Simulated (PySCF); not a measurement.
**Calculated NMR parameters of CSCc1ccccc1**

- Formula: C8H10S
- SMILES: CSCc1ccccc1
- Point group of the computed structure: C1
- Degrees of unsaturation: 4
- Carbon signals: 6
- Proton signals: 5

Structure with atom numbers: `[CH3:1][S:2][CH2:3][c:4]1[cH:5][cH:6][cH:7][cH:8][cH:9]1`. Each H is labelled by its parent atom.

- geometry from PBE0-D3(BJ)/def2-SVP
- GIAO KT3/pcSseg-1 shieldings
- code: PySCF 2.14
- non-relativistic Hamiltonian, one conformer, no solvent, averaged over atoms made equivalent by symmetry, fast rotation or ring inversion

Referencing at the same level of theory: ¹H (σ = 31.32 ppm), ¹³C (σ = 182.31 ppm) vs TMS; CS2 for ³³S (σ = 516.28 ppm).

| carbon | δC, type | δH (multiplicity) | HMBC from (2–3 bonds) | span of the C tensor (ppm) |
| --- | --- | --- | --- | --- |
| C1 | 18.6, CH3 | 1.59 (s) | H(C3) | 30 |
| C3 | 43.5, CH2 | 3.47 (s) | H(C5)/H(C9), H(C1) | 32 |
| C4 | 132.0, C | – | H(C5)/H(C9), H(C6)/H(C8), H(C3) | 205 |
| C5/C9 | 123.5, CH | 7.18 (m) | H(C5)/H(C9), H(C6)/H(C8), H(C7), H(C3) | 201 |
| C6/C8 | 121.6, CH | 7.09 (m) | H(C5)/H(C9), H(C6)/H(C8), H(C7) | 207 |
| C7 | 120.9, CH | 7.04 (m) | H(C5)/H(C9), H(C6)/H(C8) | 207 |

Other nuclei:
```csv
atoms,nucleus,environment,δ (ppm),σ (ppm)
S2,³³S,sulfide sulfur,26,490.4
```

- Carbon types of the structure: 1 × C, 5 × CH, 1 × CH2, 1 × CH3, which accounts for all hydrogens.
- δC 132.0: substituted aromatic carbon.
- δC 123.5, 121.6, 120.9: aromatic CH.
- δC 43.5: sp3 CH2 bonded to S, on an aromatic ring.
- δH 7.18, 7.09, 7.04: hydrogen on an aromatic CH; the ring current deshields protons in the ring plane.
- δH 3.47: hydrogen on an sp3 CH2 bonded to S, on an aromatic ring.

Shifts are as computed, not scaled to solution data. Of 1211 compounds with measured shifts, 218 miss one by over three times the rms of a fit or turn the order of signals round; such compounds aren't used in these exercises. No couplings were computed; multiplicities are counted from neighbouring protons, with m where these are inequivalent, close in shift, in a saturated or five-membered ring or joined by F or P, and br s for small geminal =CH2 splittings.
